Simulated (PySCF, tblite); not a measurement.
C5H14OSi3.
Numbering: `[CH2:1]=[CH:2][Si@@H:3]([SiH2:4][O:5][SiH3:6])[CH:7]1[CH2:8][CH2:9]1` (hydrogens: H10, H11 on C1; H12 on C2; H13 on Si3; H14, H15 on Si4; H16, H17, H18 on Si6; H19 on C7; H20, H21 on C8; H22, H23 on C9)

Cartesian coordinates in Å at the GFN2-xTB level; atoms count from 1:
```xyz
23
C5H14OSi3 angstrom
C     -2.4911   -2.8254    0.3162
C     -2.1457   -1.6487   -0.1805
Si    -0.6709   -0.6217    0.4017
Si     1.1359   -0.9688   -1.0036
O      2.4381   -0.2387   -0.3532
Si     3.5361    0.2916    0.7046
C     -1.2661    1.1790    0.4177
C     -0.2798    2.3022    0.2586
C     -1.2342    1.9950   -0.8458
H     -1.9418   -3.2750    1.1273
H     -3.3331   -3.3939   -0.0498
H     -2.7415   -1.2469   -0.9925
H     -0.4123   -0.9739    1.8184
H      1.5231   -2.3756   -1.1757
H      1.0711   -0.3596   -2.3390
H      2.8202    1.0215    1.7524
H      4.2285   -0.8737    1.2507
H      4.4185    1.1594   -0.0709
H     -2.1016    1.3976    1.0754
H      0.7615    2.0543    0.1148
H     -0.4324    3.2041    0.8338
H     -2.0448    2.6842   -1.0340
H     -0.8426    1.5398   -1.7437
```

Method used: PBE0/pcSseg-1 in PySCF (dipole) on a GFN2-xTB geometry, gas phase.

Take the most abundant isotopes and a rigid rotor. The values belong to one conformer with, in the numbering `[CH2:1]=[CH:2][Si@@H:3]([SiH2:4][O:5][SiH3:6])[CH:7]1[CH2:8][CH2:9]1`, C1–C2–Si3–Si4 98°, C2–Si3–Si4–O5 -172°, Si3–Si4–O5–Si6 41°, C2–Si3–C7–C8 -154°.

Give the principal moments of inertia and the rotational constants in GHz.

Ia = 413.55, Ib = 828.61, Ic = 1074.93 u·Å²; 505379 MHz·u·Å²/I gives 1222, 609.9 and 470.2 MHz, that is A = 1.2221, B = 0.6099, C = 0.4702 GHz.

What kind of rotor is it?

An asymmetric top; Ray's κ = -0.628.

What does the inertial defect say?

Not planar: Δ = Ic − Ia − Ib = -167.24 u·Å². For a rigid frame Δ = −2 Σ m c², so Σ m c² = 83.62 u·Å² lies off the ab plane: 22.98 from hydrogen and 60.64 from heavier atoms. The atom farthest from that plane is 2.34 Å away.

Give the other two planar moments, Paa and Pbb, and the rms extents of the mass along the axes.

Paa = Σ m a² = (Ib + Ic − Ia)/2 = 745.00 and Pbb = Σ m b² = (Ia + Ic − Ib)/2 = 329.93 u·Å². With the mass M = 174.04 u, the rms extents √(P/M) along a, b and c are 2.07, 1.38, 0.69 Å.

List the rotational levels J(Ka,Kc) to J = 3 (MHz).

Above 0(0,0):
J = 1: 1(0,1) 1080, 1(1,1) 1692, 1(1,0) 1832
J = 2: 2(0,2) 3219, 2(1,2) 3713, 2(1,1) 4132, 2(2,1) 5968, 2(2,0) 5990
J = 3: 3(0,3) 6377, 3(1,3) 6731, 3(1,2) 7567, 3(2,2) 9208, 3(2,1) 9312, 3(3,1) 12631, 3(3,0) 12633

Predict some low-J microwave lines.

The dipole components are |μa| = 0.57 D, |μb| = 0.35 D, |μc| = 0.29 D. Intensities carry the squares of the components, which stand as 1.00 : 0.37 : 0.27 (a : b : c). Some lines, for components of 0.1 D or more:

```
type  branch         J(Ka,Kc)   MHz  lower level (cm⁻¹)
   b       R  2(0,2) ← 1(1,1)  1527               0.056
   b       R  3(1,2) ← 2(2,1)  1599               0.199
   b       Q  2(2,1) ← 2(1,2)  2256               0.124
   b       Q  3(2,2) ← 3(1,3)  2478               0.225
   a       R  4(0,4) ← 3(0,3)  4132               0.213
   a       R  4(3,2) ← 3(3,1)  4357               0.421
   a       R  4(1,3) ← 3(1,2)  4550               0.252
   c       R  3(2,1) ← 2(1,1)  5180               0.138
   b       R  3(2,1) ← 2(1,2)  5599               0.124
   c       R  3(3,0) ← 2(2,0)  6643               0.200
   c       R  4(4,1) ← 3(3,1)  9099               0.421
```

Its lowest GFN2-xTB frequency is 18i cm⁻¹, too small to tell a flat minimum from a shallow saddle. These are rigid-rotor constants of the computed structure; measured ground-state constants (B0) also hold zero-point vibration. A rigid rotor knows nothing of internal rotation, which can split or shift real lines.

Time: 2.2 min of wall time (grids of density and orbitals included); peak memory 1.1 GiB. Hardware: one thread of an Arm Neoverse N1, no GPU, shared host with 64 logical CPUs at a one-minute load of 60. This is the PBE0/pcSseg-1 job that gave the dipole, with the shieldings it also computed.
